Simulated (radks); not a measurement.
The numbers below are computed, except where a source is named.
Problem. Radial electron density D(r) = 4 pi r^2 rho(r) of an atom or ion with 46 electrons. Level of theory: scalar-relativistic Kohn-Sham, Wu-Cohen GGA, spin-polarised, spherical densities, point nucleus (a radial shooting solver on a logarithmic mesh with Libxc functionals).

```
   r/bohr * D(r) (the largest magnitude, 77.7, reaches the edge; | marks zero)
 0.003529 |       *
 0.004108 |         *
 0.004783 |           *
 0.005613 |              *
 0.006534 |                  *
 0.007607 |                      *
 0.008855 |                          *
  0.01031 |                              *
    0.012 |                                  *
  0.01397 |                                      *
  0.01627 |                                        *
  0.01894 |                                          *
  0.02204 |                                           *
  0.02566 |                                          *
  0.02988 |                                        *
  0.03478 |                                      *
  0.04049 |                                     *
  0.04714 |                                     *
  0.05487 |                                        *
  0.06388 |                                             *
  0.07437 |                                                  *
  0.08658 |                                                      *
   0.1008 |                                                      *
   0.1173 |                                                  *
   0.1377 |                                            *
   0.1603 |                                      *
   0.1866 |                                     *
   0.2172 |                                       *
   0.2529 |                                           *
   0.2944 |                                           *
   0.3428 |                                       *
    0.399 |                             *
   0.4645 |                   *
   0.5408 |             *
   0.6296 |            *
   0.7329 |             *
   0.8532 |             *
   0.9933 |            *
    1.156 |         *
    1.346 |      *
    1.567 |   *
    1.824 | *
    2.124 |*
    2.473 |*
    2.879 *
    3.378 *
    3.933 *
    4.578 *
     5.33 *
    6.205 *
    7.223 *
    8.409 *
    9.789 *
     11.4 *
```

What is the nuclear charge?

Solution. Z = 48. The innermost maximum, from 1s, lies near gamma/Z bohr with gamma = sqrt(1 - (Z/c)^2) = 0.937, here 0.0195 bohr (found: 0.0213), and its height grows with Z. The density is that of the cadmium ion Cd2+ in [Ar] 3d10 4s1.75 4p6 4d10 5d0.25; the configuration itself is not fixed sharply by these data, and Z only to a few units. D(r) has 4 maxima, at r = 0.0213, 0.0945, 0.281, 0.846 bohr, and minima at 0.0421, 0.182, 0.620 bohr, inside which lie 2.01, 11.13, 29.00 electrons.
